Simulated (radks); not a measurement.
Values are calculated unless marked as measured or tabulated.
These are the eigenvalues of the occupied orbitals of an atom or ion with whole-number occupations (Ry). Level of theory: scalar-relativistic Kohn-Sham, PBEsol, spin-polarised, spherical densities, point nucleus (a radial shooting solver on a logarithmic mesh with Libxc functionals).

| orbital | eigenvalue |
|---|---|
| 1s up | -4509.004 |
| 1s down | -4508.998 |
| 2s up | -884.5014 |
| 2s down | -884.2194 |
| 2p up | -799.0144 |
| 2p down | -798.7904 |
| 3s up | -304.9305 |
| 3s down | -304.6231 |
| 3p up | -278.9535 |
| 3p down | -278.6427 |
| 3d up | -248.5088 |
| 3d down | -248.1265 |

Which element is it, and in what charge state? The configuration may be excited. Open shells, if any, are filled with parallel spins first.

Answer. Z = 69, thulium, charge +42: Tm42+ in [Ar] 3d9. The list shows which subshells hold electrons but not how many an open one holds; the 1s level, -2254.5 hartree, gives Z - s = 67.1 by -(Z - s)^2/2, which with screening and relativity narrows Z to a few neighbours, and the depths of the outer levels then fix element, charge and occupations together.
